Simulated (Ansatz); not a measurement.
Consider the ligand exchange at the Si–C bond: `C[SiH](C)CCl` + CH₃OH → `CO[SiH](C)C` + `CCl`.

Calculated with Ansatz (gas phase, PBE0-D4/def2-TZVP geometries, no zero-point term in ΔE). CCSD(T)/CBS adds triple-zeta CCSD(T) − MP2 to the extrapolated MP2 energy (def2 sets, frozen cores). This one scheme is used for every species. Functionals use def2-TZVPP. B3LYP here is the variant with VWN-RPA as its local correlation; programs differ in this. One conformer a species, not always the lowest.

Task: Is it downhill or uphill in electronic energy at CCSD(T)/CBS, and by how much? (An estimate is asked.)

Result: The calculation gave: Downhill: ΔE = -24.2 kcal/mol.

Task: What do these levels give: r2SCAN-D4, PBE0-D4, PBE, B3LYP, HF/def2-TZVPP, SCS-MP2/def2-TZVPP? (Estimate.)

Result: Computed: r2SCAN-D4 -24.6, PBE0-D4 -22.8, PBE -22.6, B3LYP -26.0, HF/def2-TZVPP -29.0, SCS-MP2/def2-TZVPP -25.4 kcal/mol.

Largest T1 diagnostic among the species: 0.010.

The D4 term adds +1.0 kcal/mol with B3LYP and +0.6 kcal/mol with PBE0; it sums over pairs of atoms, weighted by their polarisabilities, and B3LYP, whose exchange is more repulsive, gets the larger term. From PBE to PBE0 (25 % exact exchange), in def2-TZVPP and without D4, ΔE moves by −0.8 kcal/mol.
